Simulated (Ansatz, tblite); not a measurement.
Cost and result up the ladder for `c1coc(-c2ccc(-c3ccc(-c4ccco4)o3)o2)c1` (30 atoms). Total charge 0; singlet. Geometry: r2SCAN-D4/def2-SVP.

```xyz
30

C    -4.184   -1.942   -4.070
C    -4.221   -0.698   -4.641
O    -3.368    0.143   -4.000
C    -2.772   -0.567   -3.002
C    -1.825    0.131   -2.190
C    -1.357    1.431   -2.192
C    -0.417    1.520   -1.131
C    -0.370    0.268   -0.547
C     0.371   -0.271    0.547
C     0.419   -1.522    1.131
C     1.359   -1.432    2.192
C     1.825   -0.132    2.190
C     2.772    0.568    3.002
C     3.240    1.866    3.001
C     4.182    1.945    4.070
C     4.221    0.701    4.641
O     3.369   -0.142    4.001
O     1.226    0.576    1.190
O    -1.226   -0.578   -1.190
C    -3.242   -1.865   -3.001
H    -4.762   -2.812   -4.379
H    -4.774   -0.266   -5.472
H    -1.664    2.213   -2.882
H     0.162    2.387   -0.820
H    -0.159   -2.390    0.821
H     1.667   -2.215    2.882
H     2.936    2.652    2.313
H     4.759    2.815    4.378
H     4.775    0.270    5.471
H    -2.939   -2.652   -2.314
```

Ansatz on 2 threads of AMD EPYC 7R13 on a shared host and a share (18 GiB) of an NVIDIA H100 80GB HBM3; xTB runs through tblite on one thread. Times are rough, summed over both states, and most runs start from the orbitals of an earlier one. PBE0-D4/def2-TZVP serves as the yardstick here, not as an exact answer. The other state is a doublet.

The xTB rows come from tblite. Single mean-field runs in def2-TZVP are fitted with def2-universal-jkfit.

Raw xTB energies of ions are shifted by several eV.

| level | functions | vertical IE (eV) | difference from PBE0-D4/def2-TZVP (eV) |
| --- | --- | --- | --- |
| GFN2-xTB | 90 | 11.67 | 5.27 |
| PBE0-D4/def2-TZVP | 680 | 6.40 | 0.00 |
| PBE-D4/def2-TZVP (with forces) | 680 | 6.25 | -0.16 |
| GFN1-xTB | 100 | 12.32 | 5.92 |

**Question.** Estimate how long each takes.

**Answer.** GFN2-xTB 0.073 s; GFN1-xTB 0.083 s; PBE-D4/def2-TZVP (with forces) 13 s; PBE0-D4/def2-TZVP 19 s. On shared hardware such times vary by a factor of up to 3.
